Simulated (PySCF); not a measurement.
## Bonding in `CC(=S)[C@H]1CCN([SiH3])C1`

Compound: C6H13NSSi.
SMILES with atom numbers: `[CH3:1][C:2](=[S:3])[C@H:4]1[CH2:5][CH2:6][N:7]([SiH3:8])[CH2:9]1` (hydrogens: H10, H11, H12 on C1; H13 on C4; H14, H15 on C5; H16, H17 on C6; H18, H19, H20 on Si8; H21, H22 on C9)

Structure used (GFN2-xTB), in Å, numbered top down from 1:
```xyz
22
C6H13NSSi angstrom
C     -1.8935    1.0760    0.4603
C     -2.0340   -0.3527    0.0744
S     -3.3976   -1.1856    0.3895
C     -0.8671   -1.0385   -0.5562
C     -0.1939   -0.2444   -1.6951
C      1.1945    0.1369   -1.1528
N      1.0866   -0.0146    0.2773
Si     2.1428    0.6929    1.4304
C      0.2671   -1.1695    0.4952
H     -2.5915    1.3235    1.2567
H     -2.1290    1.7140   -0.3931
H     -0.8701    1.2916    0.7660
H     -1.1871   -2.0274   -0.8896
H     -0.1108   -0.8548   -2.5925
H     -0.7704    0.6435   -1.9461
H      1.4820    1.1586   -1.4011
H      1.9547   -0.5430   -1.5638
H      2.3331    2.0649    0.9594
H      1.4151    0.6141    2.6955
H      3.4494    0.0305    1.5638
H      0.8162   -2.1014    0.3017
H     -0.1069   -1.1951    1.5190
```

Bond orders from the PBE0/pcSseg-1 density (PySCF). Geometry: GFN2-xTB, one conformer, isolated molecule.

Question: Where do the orders between heavy atoms depart from those drawn in the SMILES?

Answer: The largest departure is 0.104, at C2–S3 (drawn double, 1.896).

Question: Set the Mayer orders of the bonds beside their lengths.

Answer: 
| bond | drawn as | length (Å) | Mayer order |
| --- | --- | --- | --- |
| C1–C2 | single | 1.487 | 1.019 |
| C2–S3 | double | 1.629 | 1.896 |
| C2–C4 | single | 1.493 | 0.968 |
| C4–C5 | single | 1.543 | 0.990 |
| C5–C6 | single | 1.539 | 1.033 |
| C6–N7 | single | 1.442 | 0.934 |
| N7–Si8 | single | 1.716 | 0.933 |
| N7–C9 | single | 1.433 | 0.937 |
| C9–C4 | single | 1.552 | 0.975 |
| C1–H10 | single | 1.088 | 0.953 |
| C1–H11 | single | 1.091 | 0.927 |
| C1–H12 | single | 1.090 | 0.918 |
| C4–H13 | single | 1.092 | 0.948 |
| C5–H14 | single | 1.089 | 0.950 |
| C5–H15 | single | 1.088 | 0.948 |
| C6–H16 | single | 1.090 | 0.951 |
| C6–H17 | single | 1.100 | 0.944 |
| Si8–H18 | single | 1.463 | 0.944 |
| Si8–H19 | single | 1.462 | 0.946 |
| Si8–H20 | single | 1.471 | 0.906 |
| C9–H21 | single | 1.099 | 0.941 |
| C9–H22 | single | 1.090 | 0.950 |

By pair of heavy elements: C–C: lowest C2–C4 (0.968, 1.493 Å), highest C5–C6 (1.033, 1.539 Å); in 2 of the 10 pairs the longer bond (by over 0.003 Å) has the higher order (by 0.02 or more). C–N: all 2 within 0.02 of one another (0.934 to 0.937).

Question: Sum the orders of all bonds at each heavy atom with more than one neighbour and set the sums beside the valence in the SMILES.

Answer: C1 3.817 (drawn 4), C2 3.883 (drawn 4), C4 3.881 (drawn 4), C5 3.921 (drawn 4), C6 3.862 (drawn 4), N7 2.804 (drawn 3), Si8 3.729 (drawn 4), C9 3.803 (drawn 4). Orders between atoms that aren't bonded are not in these sums.

The Mayer order sums products of elements of PS (density times overlap matrix) between the two atoms' basis functions, so it depends on the basis set.

The run behind these numbers computed NMR shieldings as well. On an AMD EPYC with one thread (shared host), this took 2.8 min wall, 2.4 min CPU and 0.99 GiB of memory at its peak.
